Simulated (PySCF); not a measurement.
# A bond scan of AlBH3 cation

Calculated results; nothing here was measured. The program is PySCF 2.14.0, an open-source quantum chemistry code, run on an isolated molecule that a program drew, which may never have been made. The molecule is AlBH3 cation (charge +1, singlet), drawn as the SMILES string `[BH2][AlH+]`.

The structure below is the HF double-zeta minimum with every atom moved a little at random, so it isn't optimised. Bond B1-H4 is then set to each length in the table by shifting atom 4 along it, with nothing else relaxed.
```xyz
5
AlBH3 cation, angstrom
B     2.0461   -0.4684   -0.8785
Al    1.0074   -1.0172   -2.7323
H     1.8854    0.6174   -0.4476
H     2.6800   -1.3311   -0.3201
H     0.2404   -1.4320   -4.0738
```

E is the energy above the same method's energy at the HF double-zeta minimum. IE is the energy to remove one electron at fixed geometry, to the doublet state of charge +2, as a difference of total energies. The basis family is cc-pV(n+d)Z, with UHF for radicals and no spin-orbit coupling. Best is HF at quadruple zeta, plus MP2 correlation extrapolated from triple and quadruple zeta, plus CCSD(T) minus MP2 at triple zeta, with a frozen core. The other columns are at triple zeta.

| bond (Å) | E wB97X (kcal/mol) | E r2SCAN (kcal/mol) | E CCSD(T) (kcal/mol) | E best (kcal/mol) | IE wB97X (eV) | IE r2SCAN (eV) | IE CCSD(T) (eV) | IE best (eV) | T1 |
|---|---|---|---|---|---|---|---|---|---|
| 1.2074 | 0.79 | 0.57 | 0.60 | 0.67 | 16.583 | 16.384 | 16.625 | 16.722 | 0.010 |
| 1.2664 | ? | ? | ? | ? | ? | ? | ? | ? | ? |
| 1.3324 | 5.68 | 5.29 | 5.41 | 5.55 | 16.504 | 16.295 | 16.547 | 16.643 | 0.010 |
| 1.3484 | 6.68 | 6.26 | 6.39 | 6.54 | 16.491 | 16.281 | 16.535 | 16.630 | 0.011 |
| 1.6864 | 36.75 | 34.94 | 34.96 | 35.25 | 15.985 | 15.781 | 16.049 | 16.136 | 0.013 |
| 1.7364 | 41.74 | 39.62 | 39.53 | 39.83 | 15.862 | 15.674 | 15.943 | 16.030 | 0.013 |

T1 is the CCSD diagnostic of the starting molecule.

**Estimate the best E and IE at 1.2664 Å from the other rows.**

A least-squares cubic in the inverse of the bond length through the other values of E best gives 2.19 kcal/mol there. A least-squares quadratic in the bond length through IE best gives 16.691 eV. The calculation gives 2.24 kcal/mol and 16.689 eV, so the fits miss by 0.05 kcal/mol and 0.002 eV. The same recipe one zeta lower moves these two values by 0.04 kcal/mol and 0.03 eV, a gauge of their own error. The rest of the row: E is 2.34 (wB97X), 2.07 (r2SCAN), 2.14 (CCSD(T)); IE is 16.550 (wB97X), 16.347 (r2SCAN), 16.592 (CCSD(T)); T1 is 0.010.
